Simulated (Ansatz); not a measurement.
Cartesian coordinates in Å:
```
C 1.408 1.448 1.155
O 1.130 0.094 0.804
Ga -0.901 -0.381 0.148
C -0.981 0.827 -1.432
C -0.584 -2.315 -0.160
H 0.643 1.742 1.870
H 1.355 2.103 0.282
H 2.391 1.523 1.623
H 1.774 -0.217 0.162
H -1.590 0.105 1.490
H -1.931 0.687 -1.955
H -0.187 0.611 -2.153
H -0.921 1.884 -1.158
H -1.520 -2.808 -0.436
H 0.122 -2.493 -0.977
H -0.208 -2.810 0.738
```

Total charge 0; spin multiplicity 1.

**Question.** List the PBE/def2-TZVPP orbital energies in eV (Ansatz). (Estimate.)

**Answer.** The calculation gave: Occupied: -10092.14, -1232.05, -1091.76, -1091.67, -1091.66, -511.94, -270.79, -267.78, -267.75, -141.84, -96.47, -96.19, -96.17, -27.03, -18.59, -18.42, -18.40, -18.34, -18.30, -17.90, -16.15, -15.81, -13.84, -12.09, -11.61, -9.86, -9.15, -9.10, -8.85, -8.81, -8.67, -7.71, -5.97, -5.78. Lowest empty: -0.80, 0.23, 0.57, 1.26, 1.47, 1.90, 2.09, 2.22.
